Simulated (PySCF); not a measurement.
SrCl, SMILES [Cl][Sr+], charge +1.

Geometry: B3LYP-D3(BJ)/def2-TZVPD. The multiplicity is an assumed one; other spin states were not compared. The def2 effective core potentials stand for the cores of Sr; spin–orbit coupling is left out.

Computed with PySCF with IEF-PCM-B3LYP/def2-TZVPD.

The values are the electrostatic part of the solvation free energy, E(continuum) − E(gas) at the gas-phase geometry, in a cavity of scaled van der Waals radii (PySCF's table); cavitation and dispersion terms are not included. A continuum can't describe solvent molecules that bind to the metal. In vacuum the orbital gap is 4.89 eV.

```tsv
solvent	ε	ΔG(elec) (kcal/mol)	gap (eV)
water	78.36	-69.2	6.31
chlorobenzene	5.70	-56.5	5.96
tetrahydrofuran	7.43	-59.6	6.04
```
